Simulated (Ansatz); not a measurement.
Geometry optimisation, RKS B3LYP-D4/def2-SVP (Ansatz 0.2.0).

The input (input.yaml):

```yaml
crystal:
  periodic: [false, false, false]
  atoms:
    - { symbol: W, position_ang: [0.165046, 0.550214, -0.135588] }
    - { symbol: F, position_ang: [-0.039931, 0.092109, 2.874744] }
    - { symbol: H, position_ang: [1.429557, -0.456271, -0.566602] }
    - { symbol: Cl, position_ang: [-0.780901, 2.312666, -1.262241] }
    - { symbol: H, position_ang: [-1.144549, -0.117718, 0.6882] }
    - { symbol: H, position_ang: [-0.180832, -1.089484, -0.324938] }
    - { symbol: H, position_ang: [0.272586, 0.035765, -1.716629] }
    - { symbol: O, position_ang: [1.578878, 1.219721, 0.987654] }
    - { symbol: H, position_ang: [2.516104, 1.052935, 0.813021] }
    - { symbol: H, position_ang: [0.735943, 0.597762, 2.925079] }
basis:
  gaussian: { orbitals: def2-SVP }
hamiltonian:
  xc: b3lyp
  dispersion: d4
relax:
  f_tol: 0.03
  max_steps: 50
output:
  orbitals: {}
```

Command:

```bash
$ ansatz run input.yaml --threads 2 --pin off --max-ram 3072MiB --backend cpu --events-out ev --progress --plain --runs-dir out
```

Question: Where does it end, and by what steps?

Answer: The run converged. After 20 steps the energy has fallen by 0.334 eV; F2 moved furthest, 1.23 Å. Joined: W1–F2 (3.05 → 2.50 Å).

```json
{"step": "0", "energy less start (eV)": "0.0000", "largest force component (eV/Å)": "0.347", "accepted": "yes"}
{"step": "1", "energy less start (eV)": "-0.0322", "largest force component (eV/Å)": "1.352", "accepted": "yes"}
{"step": "2", "energy less start (eV)": "-0.0794", "largest force component (eV/Å)": "0.739", "accepted": "yes"}
{"step": "3", "energy less start (eV)": "-0.0948", "largest force component (eV/Å)": "0.223", "accepted": "yes"}
{"step": "4", "energy less start (eV)": "-0.0987", "largest force component (eV/Å)": "0.098", "accepted": "yes"}
{"step": "5", "energy less start (eV)": "-0.1001", "largest force component (eV/Å)": "0.059", "accepted": "yes"}
{"step": "6", "energy less start (eV)": "-0.1058", "largest force component (eV/Å)": "0.171", "accepted": "yes"}
{"step": "7", "energy less start (eV)": "-0.1085", "largest force component (eV/Å)": "0.492", "accepted": "yes"}
{"step": "8", "energy less start (eV)": "-0.1179", "largest force component (eV/Å)": "0.367", "accepted": "yes"}
{"step": "9", "energy less start (eV)": "-0.1397", "largest force component (eV/Å)": "0.350", "accepted": "yes"}
{"step": "10", "energy less start (eV)": "-0.1580", "largest force component (eV/Å)": "0.755", "accepted": "yes"}
{"step": "11", "energy less start (eV)": "-0.1761", "largest force component (eV/Å)": "1.224", "accepted": "yes"}
{"step": "12", "energy less start (eV)": "-0.2125", "largest force component (eV/Å)": "1.318", "accepted": "yes"}
{"step": "13", "energy less start (eV)": "-0.2605", "largest force component (eV/Å)": "1.386", "accepted": "yes"}
{"step": "14", "energy less start (eV)": "-0.3099", "largest force component (eV/Å)": "0.572", "accepted": "yes"}
{"step": "15", "energy less start (eV)": "-0.3071", "largest force component (eV/Å)": "0.805", "accepted": "no"}
{"step": "16", "energy less start (eV)": "-0.3298", "largest force component (eV/Å)": "0.178", "accepted": "yes"}
{"step": "17", "energy less start (eV)": "-0.3265", "largest force component (eV/Å)": "0.241", "accepted": "no"}
{"step": "18", "energy less start (eV)": "-0.3334", "largest force component (eV/Å)": "0.037", "accepted": "yes"}
{"step": "19", "energy less start (eV)": "-0.3335", "largest force component (eV/Å)": "0.069", "accepted": "yes"}
{"step": "20", "energy less start (eV)": "-0.3338", "largest force component (eV/Å)": "0.013", "accepted": "yes"}
```

```xyz
10
Properties=species:S:1:pos:R:3
W 0.171 0.364 0.073
F -0.295 1.194 2.386
H 1.464 -0.215 -0.814
Cl -1.039 2.261 -0.468
H -0.869 -0.799 0.730
H -0.028 -1.091 -0.738
H 0.187 0.409 -1.592
O 1.694 0.564 1.262
H 2.612 0.412 1.008
H 0.655 1.099 2.438
```

Whether the end is a true minimum wasn't checked by a vibrational analysis.

The run took 81 s on 2 threads of Arm Neoverse V2 (shared host), peak memory 0.24 GiB.
